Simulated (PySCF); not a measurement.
Computed IR spectrum (relative IR intensity) of a molecule C2H6F2Si. The structure is a stationary point at B3LYP-D3(BJ)/def2-SVP. The values are those of a single conformer. Calculation: B3LYP-D3(BJ)/def2-SVP in PySCF. Frequencies are harmonic and unscaled.

ν (cm⁻¹): 133 (vw), 362 (w), 503 (w), 537 (vw), 629 (w), 670 (m), 787 (w), 886 (w), 912 (vs), 955 (s), 1065 (s), 1114 (m), 1272 (w), 1325 (m), 1363 (vw), 1431 (vw), 1439 (vw), 2227 (s), 2230 (s), 3033 (m) (against the strongest line: vs over 80 %, s over 45 %, m over 15 %, w over 4 %, vw less)

Question: Identify the compound among the candidates.
A) CC(F)(F)[SiH3]
B) C[C@@H](F)[SiH2]F
C) C[SiH2]C(F)F
D) FC[SiH2]CF

Answer: C, C[SiH2]C(F)F
